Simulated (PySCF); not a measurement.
# Static response to an electric field

Compound: (Cl)3Ti-NH-SiH3 (singlet state).
Structure used (PBE0-D3(BJ)/def2-SVP), in Å, numbered top down from 1:
```
atom  x, y, z in Å
Ti1    1.4666    0.2571    0.4625
Cl2    2.9011    1.7341   -0.2212
Cl3    2.0708   -1.7667   -0.0835
Cl4    1.1166    0.4018    2.6136
N5    -0.0980    0.5949   -0.4101
Si6   -1.5144   -0.4575   -0.3533
H7    -0.1305    1.4089   -1.0262
H8    -1.2544   -1.4558    0.7191
H9    -2.7272    0.3502   -0.0319
H10   -1.7060   -1.1436   -1.6645
```

Level: PBE0/def2-SVPD (PySCF), static field, nuclei fixed, core orbitals frozen in the response. The polarisability tensor in these axes (au):

```
x   125.75   6.68   3.36
y     6.68 110.05   2.49
z     3.36   2.49 110.25
```

Give the principal values, the mean and the anisotropy Δα = √{½[(α1 − α2)² + (α2 − α3)² + (α1 − α3)²]}.

Principal values 107.03, 109.95 and 129.06 au; mean 115.35 au = 17.09 Å³ = 19.02 × 10⁻⁴⁰ C²·m²/J; Δα = 20.73 au (18 % of the mean).

What is the dipole moment, and where does it point?

(-2.38, 0.78, -1.67) D, 3.01 D in size, pointing from the negative to the positive side. Measured along this direction, the outermost atoms are Cl4 at the negative end and H9 at the positive end.

Refractivity n − 1 of an ideal gas of it at 400 K and 1 atm, from the electronic α?

N = p/kT = 1.8347 × 10¹⁹ cm⁻³, so n − 1 = 2π × N × 17.09 × 10⁻²⁴ cm³ = 1970 × 10⁻⁶ at long wavelengths, for an ideal gas.

Rayleigh depolarisation ratio (linearly polarised light, static tensor)?

ρ = 3Δα²/(45ᾱ² + 4Δα²) = 1288.8/(598736 + 1718.4) = 0.00215.

Directions of the eigenvectors, and the extent of the frame along each?

Largest value along (0.91, 0.35, 0.21), where the nuclei span 5.59 Å; middle along (-0.33, 0.34, 0.88), 3.43 Å; least along (-0.23, 0.87, -0.43), 3.69 Å. The strongest response lies along the longest span, while the other two are in reverse order.

Geometry: PBE0-D3(BJ)/def2-SVP; no solvent, vibrations or thermal averaging.
